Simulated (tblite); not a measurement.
Compound: C₄H₄ClGe (doublet state).
Bonds: Cl1–Ge2, Ge2–C3, C3–C4 (double), C4–C5, C5–C6 (double), Ge2–C6. Hydrogens: H7 on C3; H8 on C4; H9 on C5; H10 on C6.
Bond orders are those of one Lewis drawing.

Computed with GFN2-xTB (tblite), gas phase: L-BFGS steps from a force-field or distance-geometry start until the largest atomic force falls under 0.01 eV/Å.

Step 2: E = -463.3692 eV
```
atom  x, y, z in Å  |  force x, y, z in eV/Å
Cl1     3.0083   -0.0626    1.0892   -0.107   0.016   0.068
Ge2     1.5935   -0.0012   -0.5353    0.695  -0.012  -0.517
C3      0.1844   -1.3510   -0.2389   -0.020  -0.245   0.191
C4     -0.9680   -0.7267   -0.0153    0.256   0.313   0.009
C5     -0.9537    0.7463    0.0181   -0.096  -0.361  -0.089
C6      0.2002    1.3593   -0.1982    0.257   0.392   0.239
H7      0.3184   -2.4099   -0.3042   -0.141  -0.254   0.012
H8     -1.8737   -1.2702    0.1683   -0.403   0.040   0.033
H9     -1.8550    1.3024    0.2101   -0.303  -0.118   0.045
H10     0.3544    2.4182   -0.2163   -0.138   0.228   0.010
```

Step 3: E = -463.4097 eV
```
atom  x, y, z in Å  |  force x, y, z in eV/Å
Cl1     3.0035   -0.0619    1.0910   -0.042   0.011   0.102
Ge2     1.6253   -0.0016   -0.5560    0.095  -0.007  -0.313
C3      0.1841   -1.3580   -0.2308    0.147  -0.209   0.034
C4     -0.9637   -0.7232   -0.0140   -0.055  -0.112   0.047
C5     -0.9516    0.7425    0.0131   -0.157   0.121   0.029
C6      0.2036    1.3664   -0.1868    0.230   0.289   0.084
H7      0.3132   -2.4230   -0.3041   -0.157  -0.044   0.053
H8     -1.8873   -1.2673    0.1691    0.023   0.255  -0.033
H9     -1.8679    1.2980    0.2121    0.072  -0.303  -0.044
H10     0.3497    2.4328   -0.2162   -0.156  -0.002   0.041
```

Step 4: E = -463.4203 eV
```
atom  x, y, z in Å  |  force x, y, z in eV/Å
Cl1     3.0007   -0.0614    1.0934   -0.034   0.009   0.080
Ge2     1.6404   -0.0018   -0.5700   -0.153  -0.005  -0.159
C3      0.1867   -1.3642   -0.2267   -0.027   0.004   0.001
C4     -0.9636   -0.7248   -0.0125    0.193  -0.084  -0.012
C5     -0.9505    0.7450    0.0109   -0.039   0.023   0.054
C6      0.2065    1.3718   -0.1801    0.156   0.174  -0.001
H7      0.3083   -2.4297   -0.3032   -0.131  -0.039   0.062
H8     -1.8922   -1.2614    0.1688    0.057   0.234  -0.026
H9     -1.8725    1.2911    0.2123    0.112  -0.270  -0.053
H10     0.3452    2.4401   -0.2154   -0.133  -0.047   0.054
```

**Question.** Estimate the geometry and energy of step 5. (The exact step hangs on the optimiser's Hessian estimate; all steps are aligned on step 4, rigid shifts and turns removed.)

**Answer.** E = -463.4265 eV, largest force 0.241 eV/Å
```
atom  x, y, z in Å  |  force x, y, z in eV/Å
Cl1     2.9983   -0.0610    1.0963   -0.055   0.009   0.031
Ge2     1.6469   -0.0019   -0.5813   -0.228   0.007  -0.031
C3      0.1869   -1.3671   -0.2242    0.113  -0.081  -0.072
C4     -0.9590   -0.7266   -0.0120    0.015   0.082   0.013
C5     -0.9486    0.7463    0.0102    0.156  -0.037   0.039
C6      0.2097    1.3769   -0.1759    0.015  -0.003  -0.039
H7      0.3030   -2.4349   -0.3015   -0.108   0.017   0.068
H8     -1.8946   -1.2539    0.1682    0.108   0.214  -0.024
H9     -1.8739    1.2825    0.2116    0.082  -0.209  -0.042
H10     0.3401    2.4444   -0.2140   -0.098   0.001   0.056
```

The energy changes by -0.0061 eV. The first-order estimate −F·Δx gives -0.0088 eV and the mean of the old and new forces, exact on a quadratic surface, -0.0061 eV. The step makes an angle of 50° with the force vector and moves no atom by more than 0.013 Å.

What follows is the cost of the whole relaxation. On an Arm Neoverse V1 with one thread (shared host), this took 0.2 s wall.
